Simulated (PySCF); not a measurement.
# Fractional electron number in Mo⁺ (molybdenum, charge +1)

The 4d alpha orbital of [Kr] 4d5 is emptied in steps (occupation f), with all orbitals relaxed, ending at [Kr] 4d4. All numbers are calculated (PySCF 2.14, a scalar-relativistic core potential, in aug-cc-pVDZ-PP with ECP28MDF (5s5p4d2f, 54 functions)). The exact energy is a straight line in f; departures are measured from the line between the end points of the same method.

```tsv
f	UHF (eV)	LDA (eV)	PBE (eV)
1	0.000	0.000	0.000
0.8	0.188	-0.833	-0.816
0.6	0.273	-1.262	-1.235
0.4	0.265	-1.273	-1.245
0.2	0.171	-0.856	-0.836
0	0.000	0.000	0.000
```

```csv
method,E(f=0) − E(f=1) (eV),−ε at f=1 (eV),−ε at f=0.4 (eV)
UHF,15.140,16.359,14.879
LDA,16.674,11.524,17.679
PBE,16.442,11.390,17.431
```

Orbital energy along the path (eV):

```json
{"f": "1", "UHF": "-16.359", "LDA": "-11.524", "PBE": "-11.390"}
{"f": "0.8", "UHF": "-15.815", "LDA": "-13.508", "PBE": "-13.344"}
{"f": "0.6", "UHF": "-15.324", "LDA": "-15.563", "PBE": "-15.360"}
{"f": "0.4", "UHF": "-14.879", "LDA": "-17.679", "PBE": "-17.431"}
{"f": "0.2", "UHF": "-14.472", "LDA": "-19.850", "PBE": "-19.547"}
{"f": "0", "UHF": "-14.099", "LDA": "-22.067", "PBE": "-21.702"}
```

Reference removal energy between the ground levels: 16.16 ± 0.12 eV (semi-empirical (NIST evaluation); NIST Atomic Spectra Database, ionization energies). The calculation has no spin-orbit coupling. The determinant left behind need not be the lowest term of the ion. UHF lacks correlation.
